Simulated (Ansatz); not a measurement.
`CSS[SiH2]O` → `CS[S]`• + `O[SiH2]`•  (homolysis of the S–Si bond)

Computed with Ansatz on PBE0-D4/def2-TZVP structures; ΔE is electronic, products minus reactants. CCSD(T)/CBS adds triple-zeta CCSD(T) − MP2 to the extrapolated MP2 energy (def2 sets, frozen cores). This one scheme is used for every species. Functionals use def2-TZVPP. B3LYP here is the variant with VWN-RPA as its local correlation; programs differ in this. HSE06 is defined as in plane-wave codes. No spin–orbit coupling; open shells (•) take unrestricted orbitals. Each species was taken in one conformer, which may not be the lowest.

```tsv
level	ΔE (kJ/mol)	difference from CCSD(T)/CBS
r2SCAN-D4	294.1	-32.0
B97M-V	311.2	-14.9
PBE0-D4	307.3	-18.8
B3LYP-D4	296.7	-29.4
HSE06-D4	307.0	-19.1
CAM-B3LYP-D4	301.9	-24.2
ωB97X-V	319.6	-6.5
PBE-QIDH	317.8	-8.3
r2SCANh	292.7	-33.4
HSE06	296.0	-30.1
RPA@PBE/def2-TZVPP	291.5	-34.6
HF/def2-SVP	240.7	-85.4
HF/def2-TZVPP	231.4	-94.7
CCSD/def2-TZVPP	307.2	-18.9
MP2/def2-QZVPP	338.1	12.0
SCS-MP2/def2-QZVPP	334.0	7.9
CCSD(T)/CBS	326.1	0
```

Largest T1 diagnostic among the species: 0.022.

Leaving LDA and LC-ωPBE aside and taking each functional with its dispersion term where it has one, the values, not all of them listed here, spread over 42.0 kJ/mol, from BLYP-D4 to ωB97M-V. LDA lies +53.7 kJ/mol from PBE without D4, its usual overbinding. From PBE to PBE0 (25 % exact exchange), in def2-TZVPP and without D4, ΔE moves by +11.1 kJ/mol. In def2-TZVPP, CCSD(T) changes the Hartree–Fock value by +82.2 kJ/mol (the triples alone add +6.5 kJ/mol) and MP2 by +100.2 kJ/mol; breaking electron pairs costs correlation energy, which Hartree–Fock lacks.

CCSD(T)/CBS has its own doubt, a few kJ/mol and more with outer-core shells, so smaller differences from it don't rank the levels.
